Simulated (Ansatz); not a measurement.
Abridged output of a molecular run in Ansatz:

```
Functional definition: HF
1280 factors; integrals over basis functions are off by at most 1.2e-3 eV
mean field evaluation 1: about -15355.8187 eV, gradient 4.6e1 eV
mean field evaluation 2: about -15356.0253 eV, gradient 4.7e1 eV
mean field evaluation 4: about -15360.7360 eV, gradient 4.1e0 eV
mean field evaluation 8: about -15360.8059 eV, gradient 4.9e-1 eV
mean field -15360.80657580 eV, -564.4992297321 hartree, gradient 1.2e-6 eV, S^2 0.000000; 0 other end points of the search recorded, 0 dependent functions left out
10 core orbitals not correlated: weight in the atoms' cores, before any rotation towards them, 1.000 or more for the frozen orbitals, at most 0.000 for the correlated occupied ones
reference -15360.80657580 eV, -564.4992297321 hartree; 23, 23 occupied and 87, 87 virtual orbitals, 1280 factors
second order -26.32384042 eV of doubles, -0.00000000 eV of singles
cycle   1  -26.04246647 eV  change    2.8e-1 eV  update   1.4e-1
cycle   2  -26.77632015 eV  change   -7.3e-1 eV  update   4.5e-2
cycle   3  -26.98961371 eV  change   -2.1e-1 eV  update   2.4e-2
cycle   4  -27.00295140 eV  change   -1.3e-2 eV  update   7.4e-3
cycle   5  -27.00579631 eV  change   -2.8e-3 eV  update   3.0e-3
cycle   6  -27.00806438 eV  change   -2.3e-3 eV  update   9.0e-4
cycle   7  -27.00852059 eV  change   -4.6e-4 eV  update   3.3e-4
cycle   8  -27.00854937 eV  change   -2.9e-5 eV  update   8.6e-5
cycle   9  -27.00858976 eV  change   -4.0e-5 eV  update   3.2e-5
perturbative correction -0.90947859 eV, -0.0334227218 hartree
Total energy: -15388.72464415 eV, -565.5251998203 hartree
```

Its atoms:

```xyz
9

C     1.446   -2.481   -0.393
C     0.977   -1.378   -0.501
Sn    0.172    0.493   -0.668
F    -0.762    0.607   -2.316
F     1.585    1.744   -0.866
C    -1.063    1.136    0.829
C    -1.788    1.505    1.716
H     1.864   -3.459   -0.300
H    -2.431    1.834    2.500
```

Which basis set was used?
A. def2-SVPD
B. def2-TZVPPD
C. cc-pV(T+d)Z
D. def2-SVP

D. It gives 120 functions.

Write the keys of the input that set method, charge and spin (a neutral closed shell needs none for the last two).


```yaml
correlation: {method: ccsd_t}
```
